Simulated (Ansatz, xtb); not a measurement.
**Ligand exchange: C2H6Si + CH3FO → C2H6OSi + CH3F**

Species: C2H6Si `C=C[SiH3]`, singlet; CH3FO `OCF`, singlet; C2H6OSi `C=C[SiH2]O`, singlet; CH3F (fluoromethane) `CF`, singlet. The partners trade H for OH: Si–H and C–OH bonds give way to Si–OH and C–H.

Shapes, held fixed at every level: PBE0-D4/def2-TZVP. Flexible molecules stand in one conformer, not always the lowest. Programs: Ansatz 0.2.0, xtb 6.7.1. The zero-point and thermal change to 298 K, harmonic and unscaled (PBE0-D4/def2-TZVP), is +3.6 kJ/mol.

```csv
level,kind,ΔH(298 K) (kJ/mol),less CCSD(T)/CBS estimate
GFN2-xTB,semi-empirical,-128.3,+5.6
HF/def2-SVP,Hartree–Fock,-108.1,+25.8
r2SCAN-D4/def2-TZVPP,meta-GGA,-127.4,+6.5
BHLYP-D4/def2-TZVPP,global hybrid,-133.9,0.0
B2PLYP/def2-TZVPP,double hybrid,-130.9,+3.0
MP2/def2-SVP,perturbation theory,-109.9,+24.0
MP2/def2-TZVPP,perturbation theory,-136.5,-2.6
CCSD(T)/CBS estimate,coupled cluster or CI,-133.9,0.0
```

The highest level, CCSD(T)/CBS estimate, gives ΔH(298 K) = -133.9 kJ/mol; the levels span -136.5 to -108.1. The column of differences is taken from that level and isn't an error. No measured value is set beside it here. The CBS estimate extrapolates MP2 from def2-TZVPP and def2-QZVPP and adds CCSD(T) − MP2 in the triple-zeta set, cores frozen.
